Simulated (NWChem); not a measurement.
Species: ZnHSBr; SMILES [SH][Zn][Br]

```xyz
4

Zn     0.0995     0.5855     0.0003
Br    -0.1466    -1.6385    -0.0007
S      0.3543     2.7420     0.0013
H     -0.9815     2.9568    -0.0093
```
Atoms are numbered in this order, from 1.

Coordinates come from a PBE0/def2-SVP optimisation.

Spin-orbit effects, on the heavy nuclei and on their neighbours, are missing.

Q: Give the principal values of the shielding tensors (ppm) of Zn1, Br2, S3 from Hartree-Fock/6-31G* (spherical d), GIAO (NWChem), with their diamagnetic and paramagnetic parts as GIAO splits them.

A: 
| atom | σ11 | σ22 | σ33 | isotropic | diamagnetic | paramagnetic |
|---|---|---|---|---|---|---|
| Zn1 | 1711.6 | 1732.5 | 2512.6 | 1985.6 | 2518.3 | -532.8 |
| Br2 | 2896.1 | 2937.8 | 3125.4 | 2986.5 | 3122.5 | -136.0 |
| S3 | 769.0 | 827.2 | 951.7 | 849.3 | 1056.3 | -207.0 |
